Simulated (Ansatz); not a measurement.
`[NH2][InH][NH2]` + HBr → `[NH2][InH][Br]` + NH₃ at 298.15 K and 1 bar (ligand exchange at the In–N bond).

Isolated molecules relaxed with PBE0-D4/def2-TZVP in Ansatz; ΔE leaves out vibrations. CBS: MP2 limit from def2 TZ/QZ plus the TZ coupled-cluster correction, frozen cores. This one scheme is used for every species. def2 core potentials past Kr. For Br, In outer-core shells are correlated without core-valence functions, which leaves a few kJ/mol of doubt a bond. Scalar relativity is left out up to krypton. Each species was taken in one conformer, which may not be the lowest.

```csv
species,CCSD(T)/CBS energy (Eh),H − E (kJ/mol),S (J/(mol·K))
`[NH2][InH][NH2]`,-302.23482,165.1,317.6
HBr,-2573.91920,24.6,198.6
`[NH2][InH][Br]`,-2819.69701,100.8,332.9
NH₃,-56.50880,100.5,192.4
```

H − E and S are ideal-gas, rigid-rotor, harmonic terms from PBE0-D4/def2-TZVP, for one conformer and one mirror image of each species. 1 Eh = 2625.50 kJ/mol, R = 8.31446 J/(mol·K).

Task: By hand: ΔE, ΔH, ΔS and ΔG.

Result: ΔE = (-2819.69701) + (-56.50880) − (-302.23482) − (-2573.91920) = -0.05179 Eh = -136.0 kJ/mol. Δ(H − E) = 100.8 + 100.5 − 165.1 − 24.6 = 11.6, so ΔH = -124.4 kJ/mol. ΔS = 332.9 + 192.4 − 317.6 − 198.6 = 9.1 J/(mol·K). ΔG = -124.4 − 298.15 × (9.1)/1000 = -127.1 kJ/mol.

Task: By hand: the equilibrium constant, and the temperature at which ΔG would vanish if ΔH and ΔS stayed fixed.

Result: log₁₀ K = −ΔG/(RT ln 10) = 22.3. ΔH and −TΔS have one sign here, so there is no such temperature.

The number of gas molecules stays the same, so ΔS is small and ΔH decides. A doubt of 5 kJ/mol in ΔE shifts log₁₀ K by 0.9 here. Other conformers and mirror images would add mixing entropy, several J/(mol·K) or more a flexible species. These are equilibria of isolated gas molecules and say nothing of rates. Largest T1 diagnostic: 0.015 (customary marks: 0.02 for closed shells, 0.045 for open ones).

ΔS is within the doubt of such terms, so its sign, and with it that verdict, could turn.
